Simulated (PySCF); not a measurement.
## 29Si chemical shifts

How the numbers were obtained: shieldings: GIAO PBE0/pcSseg-1, geometry from GFN2-xTB, in PySCF 2.14 (no relativistic terms, equivalent nuclei averaged, gas phase, one computed conformer).

Shieldings were converted by a linear fit to measured shifts: 29Si (scatter 8.9 ppm rms, 25.8 ppm with the 6 outliers that the fit left out vs TMS, solution or neat liquid). A few per cent of atoms miss by over 2 rms, more outside the fitted compound classes.

Q: Give the 29Si shifts of `C=C1[Si@@H](O)[Si@@H]([SiH3])C[S@@]1=O`, `C=CC[SiH2]C#C[SiH2]C#N`, `C[SiH2]C`.

A: 
| compound | environment | δ (ppm) |
| --- | --- | --- |
| [CH2:1]=[C:2]1[Si@@H:3]([OH:4])[Si@@H:5]([SiH3:6])[CH2:7][S@@:8]1=[O:9] | Si3: silicon bonded to C, O, Si, H, in a 5-membered ring | -12.0 |
| [CH2:1]=[C:2]1[Si@@H:3]([OH:4])[Si@@H:5]([SiH3:6])[CH2:7][S@@:8]1=[O:9] | Si5: silicon bonded to C, 2 Si, H, in a 5-membered ring | -77.2 |
| [CH2:1]=[C:2]1[Si@@H:3]([OH:4])[Si@@H:5]([SiH3:6])[CH2:7][S@@:8]1=[O:9] | Si6: silicon bonded to Si, 3 H | -100.1 |
| [CH2:1]=[CH:2][CH2:3][SiH2:4][C:5]#[C:6][SiH2:7][C:8]#[N:9] | Si4: silicon bonded to 2 C, 2 H | -59.0 |
| [CH2:1]=[CH:2][CH2:3][SiH2:4][C:5]#[C:6][SiH2:7][C:8]#[N:9] | Si7: silicon bonded to 2 C, 2 H | -87.5 |
| C[SiH2]C | silicon bonded to 2 C, 2 H | -44.7 |

Q: Match the shifts -8.0, -18.0, -44.7 ppm to `C#C[Si@]1(C)C[C@H](C(F)F)C1`, `C[SiH2]C`, `CC(=S)[SiH]1SCCS1`.

A: -8.0: CC(=S)[SiH]1SCCS1 (silicon bonded to C, 2 S, H, in a 5-membered ring); -18.0: C#C[Si@]1(C)C[C@H](C(F)F)C1 (silicon bonded to 4 C, in a 4-membered ring); -44.7: C[SiH2]C (silicon bonded to 2 C, 2 H).
